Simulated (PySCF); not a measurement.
# How methods differ on the ionisation energy of F²⁺

F²⁺ [He] 2s2 2p3 (4S) → F³⁺ [He] 2s2 2p2 (3P), as a difference of total energies. All numbers are calculated (PySCF 2.14, the spin-free X2C one-electron Hamiltonian (Gaussian nucleus), in aug-cc-pCVTZ-DK (7s6p4d2f, 59 functions)). Correlated levels: valence: 1s2 frozen. The calculations carry no spin-orbit coupling.

```tsv
method	ionisation energy (eV)
UHF	62.224
MP2 (valence)	62.821
SCS-MP2 (valence)	62.553
CCSD (valence)	62.599
CCSD(T) (valence)	62.601
```

Problem. How much does correlation contribute at CCSD(T) (valence)?

Solution. 62.601 − (62.224) = 0.377 eV, measured against UHF.

A first-order spin-orbit estimate (lowest level to lowest level, LS coupling) adds -0.053 eV.

Errors of the correlated levels include the incompleteness of this basis and the frozen core.

For comparison: 62.708 eV (semi-empirical (NIST evaluation); NIST Atomic Spectra Database, ionization energies).
